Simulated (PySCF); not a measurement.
## Electronic absorption of C4H6O3

Compound: C4H6O3.
Atom-mapped SMILES: `[O:1]=[C:2]([OH:3])[CH:4]1[CH2:5][O:6][CH2:7]1` (hydrogens: H8 on O3; H9 on C4; H10, H11 on C5; H12, H13 on C7)

Computed with TDDFT PBE0/def2-SVPD, vertical, gas phase, core orbitals frozen in the response in PySCF 2.14.0, density-fitted response routines. Isolated species at its PBE0-D3(BJ)/def2-SVP geometry (one conformer only). Torsions of this conformer, `[O:1]=[C:2]([OH:3])[CH:4]1[CH2:5][O:6][CH2:7]1`: O1–C2–C4–C5 88°, H–O3–C2–O1 -1°.

```
state  E (eV)  E (kJ/mol)  λ (nm)       f  main configurations (H = HOMO, L = LUMO)
   S1    5.84         563   212.5  0.0009                               H-1→L (96%)
   S2    6.00         579   206.5  0.0005                                 H→L (99%)
   S3    6.98         673   177.7  0.0088                   H→L+1 (87%), H→L+2 (8%)
   S4    7.06         681   175.7  0.0009                  H→L+2 (53%), H→L+3 (39%)
   S5    7.46         720   166.2  0.0028                  H→L+3 (54%), H→L+2 (34%)
   S6    7.53         726   164.7   0.063                             H-1→L+1 (90%)
```

The lowest singlet lies at 5.84 eV (212 nm, ultraviolet) and is very weak; its leading configuration is HOMO-1→LUMO (96%). The most intense listed level is S6 at 7.53 eV (165 nm, f = 0.063), 1.69 eV above S1. It is the last of those listed, so stronger ones may follow. S1 has the pattern of n→π* at C=O. Orbital energies (eV): HOMO-3 -9.69, HOMO-2 -9.45, HOMO-1 -8.48, HOMO -7.57, LUMO -0.35, LUMO+1 0.31, LUMO+2 0.91. Of the 6 states listed, 1 reaches f = 0.01 and 1 stays under 0.0005. Weighted by f, the mean energy of these states is 7.43 eV. Singlets were solved by full linear response.

The run took 54 s on one thread, Arm Neoverse N1 (aarch64), shared host with 64 logical CPUs at a one-minute load of 58, and the process peaked at 0.80 GiB of memory.
